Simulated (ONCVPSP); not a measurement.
Configuration tests for Tc (ONCV)

```
Element                 : Tc (Z = 43)
Generator               : ONCVPSP 4.0.1
Type                    : optimised norm-conserving Vanderbilt (ONCV)
Functional              : PBE
Relativity              : fully relativistic
Frozen core             : [Ar] 3d10
Valence charge          : 15
Reference configuration : 4s2 4p6 4d5 5s2
Partial waves           : 4s+5s: rc 1.35 bohr, ncon 3, nbas 7, qcut 7.2 1/bohr, 3 projectors, debl 1.8 Ha; 4p: rc 1.50 bohr, ncon 5, nbas 8, qcut 10.3 1/bohr, 2 projectors, debl 2.9 Ha; 4d: rc 2.35 bohr, ncon 5, nbas 10, qcut 7.7 1/bohr, 2 projectors, debl 3 Ha
Local potential         : polynomial inside 0.90 bohr (lpopt 4, dvloc0 4 Ha)
Core correction         : Teter function fitted to the true core (icmod 2), fcfact 0.2
```

Open shells are filled in proportion to 2j + 1.

Energies are relative to the spin-unpolarised reference configuration 4s2 4p6 4d5 5s2; without spin polarisation the order of configurations can differ from experiment.

```
valence configuration  charge  ΔE all-electron (eV)  error AE − PS (meV)
      4s2 4p6 4d5 5s1      +1                 8.154                 +0.1
      4s2 4p6 4d5 5s0      +2                23.006                 -1.2
      4s2 4p5 4d5 5s2      +1                51.554                  -23
```

Q: What are ΔE and the potential's error for 4s2 4p6 4d4 5s0?

A: ΔE = 51.708 eV all-electron; the error (AE − PS) is +2.0 meV.

Levels in the configuration 4s2 4p6 4d5 5s0:

| level | all-electron (eV) | pseudo (eV) |
| --- | --- | --- |
| 4s j=1/2 | -89.573 | -89.613 |
| 4p j=3/2 | -60.638 | -60.655 |
| 4p j=1/2 | -63.583 | -63.604 |
| 4d j=5/2 | -22.376 | -22.381 |
| 4d j=3/2 | -22.684 | -22.690 |
